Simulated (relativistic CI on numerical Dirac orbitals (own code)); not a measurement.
**Radial parameters of Co7+**

Computed by Dirac-Coulomb-Breit CI, KLI orbitals optimised for each configuration, model QED (radiative potential, 1s self-energy scaled to tabulated hydrogen-like ionisation energies), unscaled Slater integrals (own radial code, finite nucleus).

Slater integrals F^k, G^k are unscaled and averaged over j, outside the closed core [Ne]; ζ comes from projecting the Hamiltonian with its Breit term on Σ l·s of the shell.

- 3s2 3p6 3d2: F^2(3d,3d) = 130460, F^4(3d,3d) = 82890, ζ(3d) = 869.89 cm⁻¹; <r>(3d) = 0.7528, <r^2>(3d) = 0.6767 (bohr units).
- 3s2 3p5 3d3: ζ(3p) = 11379, F^2(3d,3d) = 130240, F^4(3d,3d) = 82748, F^2(3p,3d) = 129100, G^1(3p,3d) = 155090, G^3(3p,3d) = 97429, ζ(3d) = 843.13 cm⁻¹; <r>(3p) = 0.7463, <r^2>(3p) = 0.6457, <r>(3d) = 0.7539, <r^2>(3d) = 0.6789 (bohr units).
- 3s2 3p6 3d 4s: ζ(3d) = 938.38, G^2(3d,4s) = 14952 cm⁻¹; <r>(3d) = 0.7304, <r^2>(3d) = 0.6359, <r>(4s) = 1.654, <r^2>(4s) = 3.068 (bohr units).

(1) Give the Racah parameters of the d shell in 3s2 3p6 3d2.

Averages of the first 10 configurations, taken without configuration mixing, which lowers the lowest level and can move excited configurations by several eV; other configurations of the list can lie among them:

| Configuration | Parity | States | Average energy above the lowest level (eV) |
| --- | --- | --- | --- |
| 3s2 3p6 3d2 | even | 45 | 2.5 |
| 3s2 3p5 3d3 | odd | 720 | 64.9 |
| 3s2 3p6 3d 4s | even | 20 | 56.7 |
| 3s 3p6 3d3 | even | 240 | 110.4 |
| 3s2 3p6 3d 4p | odd | 60 | 68.8 |
| 3s2 3p6 4s2 | even | 1 | 120.2 |
| 3s2 3p6 3d 4d | even | 100 | 87.2 |
| 3s2 3p6 4s 4p | odd | 12 | 130.9 |
| 3s2 3p6 3d 4f | odd | 140 | 101.1 |
| 3s2 3p6 4p2 | even | 15 | 144.5 |

Answers

(1) B = F²/49 − 5F⁴/441 = 1723 cm⁻¹ and C = 35F⁴/441 = 6579 cm⁻¹.
